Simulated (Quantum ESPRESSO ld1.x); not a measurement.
Task: These are the eigenvalues of the occupied orbitals of an atom or ion with whole-number occupations (hartree). Calculated with ld1.x of Quantum ESPRESSO 7.5: scalar-relativistic Kohn-Sham, LDA (Slater exchange, Perdew-Zunger correlation), spin-polarised, spherical densities, point nucleus.

1s up: -144.670
1s down: -144.669
2s up: -15.1129
2s down: -15.1086
2p up: -12.2284
2p down: -12.2248
3s up: -1.67136
3s down: -1.65459
3p up: -0.98457
3p down: -0.96689
4p up: -0.07068
3d up: -0.06560

Which element is it, and in what charge state? The configuration may be excited. Open shells, if any, are filled with parallel spins first.

Result: Z = 20, calcium, charge 0: Ca in [Ar] 3d1 4p1. The list shows which subshells hold electrons but not how many an open one holds; the 1s level, -144.67 hartree, gives Z - s = 17.0 by -(Z - s)^2/2, which with screening and relativity narrows Z to a few neighbours, and the depths of the outer levels then fix element, charge and occupations together.
